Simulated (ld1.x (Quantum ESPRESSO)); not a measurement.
## Before and after: PAW potential for scandium

- Element: Sc (Z = 21)
- Generator: ld1.x (Quantum ESPRESSO) 7.5
- Type: PAW
- Functional: LDA (PZ)
- Relativity: scalar-relativistic
- Frozen core: [Ne]
- Valence charge: 11
- Reference configuration: 3s2 3p6 3d1 4s2 4p0
- Partial waves: 3s (bound): rcut 1.55, rcutus 1.75 bohr; 4s (bound): rcut 1.55, rcutus 1.75 bohr; 3p (bound): rcut 1.70, rcutus 1.90 bohr; 4p (bound, empty): rcut 1.70, rcutus 1.90 bohr; 3d (bound): rcut 2.25, rcutus 3.10 bohr; 3d channel at 1.95 Ry: rcut 2.25, rcutus 3.10 bohr
- Local potential: all-electron potential smoothed inside 1.35 bohr (lloc = -2)
- Core correction: Bessel-smoothed model core, default radius (core density twice the valence density)
- Augmentation charge: PSQ, inside the norm-conserving radii

All-electron outer shells of the reference configuration (LDA (PZ), scalar-relativistic, ld1.x):

```
shell  level (eV)  outermost node (bohr)  outermost maximum (bohr)
   2s     -472.96                   0.10                      0.28
   2p     -388.03                      –                      0.23
   3s      -54.71                   0.42                      0.92
   3p      -33.56                   0.39                      0.97
   4s       -4.30                   1.33                      3.06
   3d       -3.42                      –                      1.10
   4p       -1.52                   1.49                      4.03
```

Change: core correction Bessel-smoothed model core inside 1.96 bohr.

Cutoffs: the cutoffs (Ry, on a coarse ladder) from which the occupation-weighted sum of valence levels, in a spherical-Bessel basis at the reference potential, stays within 10 and 1 mRy of its value at 400 Ry; they do not see the model core or the augmentation charge, which bear on the density cutoff. Errors are all-electron minus pseudo energies relative to the spin-unpolarised reference configuration.

Q: How do hardness, ghosts and transferability respond?

A: The potential gets neither clearly harder nor softer (25 Ry and 40 Ry → 25 Ry and 40 Ry); of the 9 tests that both files solve, the error grows in 2 and shrinks in 1 by more than 15 % and 0.3 meV (median size 0.7 → 0.6 meV); neither file shows a bound ghost. The default core radius of the base comes out at 0.56 bohr. A wider model core is smoother and lowers the density cutoff, which this test does not measure.

```tsv
quantity	base	changed
cutoff, loose	25 Ry	25 Ry
cutoff, tight	40 Ry	40 Ry
bound ghosts	none	none
error for 3s2 3p6 3d1 4s1 4p0, meV [ΔE 7.07 eV]	-0.6	-0.6
error for 3s2 3p6 3d1 4s0 4p0, meV [ΔE 20.03 eV]	-2.4	-2.4
error for 3s2 3p6 3d0 4s0 4p0, meV [ΔE 45.12 eV]	-4.2	-4.9
error for 3s2 3p5 3d1 4s2 4p0, meV [ΔE 40.14 eV]	-6.7	-9.1
error for 3s2 3p6 3d2 4s0 4p0, meV [ΔE 7.72 eV]	-3.8	-3.8
error for 3s2 3p6 3d0 4s2 4p0, meV [ΔE 8.61 eV]	+0.7	+0.1
error for 3s2 3p6 3d1.5 4s1.5 4p0, meV [ΔE 0.65 eV]	-0.6	-0.6
error for 3s2 3p6 3d1 4s2 4p0 (spin-polarised), meV [ΔE -0.15 eV]	-0.2	-0.2
error for 3s2 3p6 3d1 4s1 4p0 (spin-polarised), meV [ΔE 6.52 eV]	-0.7	-0.6
s: phases at 3.36 bohr within 0.05 rad from the reference energy up to (Ry; the scan ends near 5)	to the end of the scan	to the end of the scan
p: phases at 3.36 bohr within 0.05 rad from the reference energy up to (Ry; the scan ends near 5)	2.9	2.9
d: phases at 3.36 bohr within 0.05 rad from the reference energy up to (Ry; the scan ends near 5)	4.0	4.0
lowest overlap eigenvalue by channel	s 0.09, p 0.18, d 0.84	s 0.09, p 0.18, d 0.84
```
